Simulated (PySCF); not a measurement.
A structure optimised at r2SCAN-D4/def2-TZVP, used in a PySCF frequency run:

```
Hg
I 1 2.5563
```
Charge +1, spin multiplicity 1.

Write its SMILES, formula and point group.

[I][Hg+], HgI, C∞v

What are its rotational constants (standard atomic weights)?

0.99495 GHz (linear rotor, B only)
